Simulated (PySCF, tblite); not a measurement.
C₂H₈OP₂Si₂ (charge +1 and doublet state).
Geometry (GFN2-xTB, Å), atoms numbered from 1 in this order:
```xyz
15
C2H8OP2Si2 angstrom
C      2.768    0.401   -0.025
C      1.291    0.401    0.021
O      0.577    1.344   -0.243
Si     0.205   -1.134    0.519
P     -1.332   -0.818   -1.159
Si    -2.362    0.902   -0.017
P     -1.240    0.084    1.825
H      3.153    1.372   -0.329
H      3.160    0.139    0.957
H      3.107   -0.368   -0.719
H      0.735   -2.439    0.897
H     -2.218   -1.839   -0.815
H     -3.807    0.687    0.092
H     -1.915    2.219   -0.429
H     -2.127   -0.942    2.153
```

Jobs on this species (15 atoms, 85 electrons) with PySCF (density fitting) and tblite. Hardware of each: Arm Neoverse V1, one thread (shared host). The host was shared with other jobs, so the times are rough.

```json
{"level and settings": "GFN2-xTB", "work": "Hessian by finite differences", "basis functions": "–", "SCF cycles": "–", "wall time": "0.73 s"}
{"level and settings": "GFN2-xTB", "work": "L-BFGS relaxation", "basis functions": "–", "SCF cycles": "–", "wall time": "0.67 s"}
{"level and settings": "UKS B3LYP, pcH-1 on C H O P Si, non-relativistic, mean-field spin-orbit, GIAO", "work": "unrestricted SCF, g, hyperfine, density and orbital grids written", "basis functions": "295", "SCF cycles": "?", "wall time": "?"}
```

Question: Fill in the missing figures.

Answer: 
- UKS B3LYP, pcH-1 on C H O P Si, non-relativistic, mean-field spin-orbit, GIAO; unrestricted SCF, g, hyperfine, density and orbital grids written: 1.9 min, 13 SCF cycles

Question: What do all jobs in the table cost together?

Answer: About 1.9 min; the longest takes about 99 % of that, and about 170 times as long as the shortest.
